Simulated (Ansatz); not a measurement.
Species: CH₆BN₂O, net charge 0, doublet state. It need not be the lowest isomer of its formula. 
Structure (B3LYP-D3(BJ)/def2-TZVP (Ansatz, a program for electronic structure) minimum search):
```xyz
11

C      1.8697    -0.3567    -0.0926
O      0.5269    -0.6532    -0.4438
B     -0.5216     0.0996     0.0330
N     -0.3073     1.1660     1.0088
N     -1.8248    -0.2401    -0.3807
H      2.1889     0.6015    -0.5137
H      2.4987    -1.1436    -0.5063
H      2.0025    -0.3267     0.9915
H      0.0537     2.0394     0.6224
H     -1.9957    -0.9922    -1.0254
H     -2.6486     0.2081    -0.0240
```
Charge 0, spin multiplicity 2.

Parts of the frozen-core correlation energy in cc-pwCVTZ (Ansatz, hartree). Frozen orbitals: 5; correlated occupied orbitals by spin: 15 and 14; virtual: 279 and 280. Open shells are spin-unrestricted. Spin-orbit coupling is left out. Non-relativistic.

```csv
term,value
reference (HF),-249.97814
MP2 opposite-spin,?
MP2 same-spin,?
CCSD correlation,?
(T),-0.03609
T1 diagnostic,0.012
largest doubles amplitude,0.010
<S^2> of the reference,0.759
```

### Question
Some entries are withheld; supply them.

### Answer

- MP2 opposite-spin, value: -0.68648
- MP2 same-spin, value: -0.21674
- CCSD correlation, value: -0.93920
